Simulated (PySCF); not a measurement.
**Co: interval between two levels**

Co [Ar] 3d7 4s2 [4F9/2, M_J = 9/2] → Co [Ar] 3d8 4s1 [4F9/2, M_J = 9/2], as a difference of total energies. All numbers are calculated (PySCF 2.14, the two-component X2C-1e Hamiltonian, in x2c-SVPall-2c with one added diffuse shell each of s, d type (6s5p4d1f, 48 functions)). Correlated levels: [Ne] frozen; the 6 highest virtual spinors dropped. "Screened" scales the spin-orbit matrix elements by Boettger's factors to mimic the two-electron term; Breit and QED terms are absent.

| method | interval between two levels (cm⁻¹) | error (cm⁻¹) |
| --- | --- | --- |
| GHF (spin-free) | 15107 | +11625 |
| GMP2 (spin-free) | 1030.4 | -2452 |
| GHF (screened spin-orbit) | 15194 | +11711 |
| GMP2 (screened spin-orbit) | 1118.5 | -2364 |

Reference: 3482.8 cm⁻¹ (measured; NIST Handbook of Basic Atomic Spectroscopic Data (Sansonetti and Martin, J. Phys. Chem. Ref. Data 34, 1559 (2005))).

Errors of the correlated levels include the incompleteness of this basis and the frozen core.

The labels give the starting determinants; with spin-orbit coupling the two ends relaxed to ⟨J²⟩ = 24.76, ⟨L²⟩ = 12.02, ⟨S²⟩ = 3.76 and ⟨J²⟩ = 24.76, ⟨L²⟩ = 12.01, ⟨S²⟩ = 3.75.
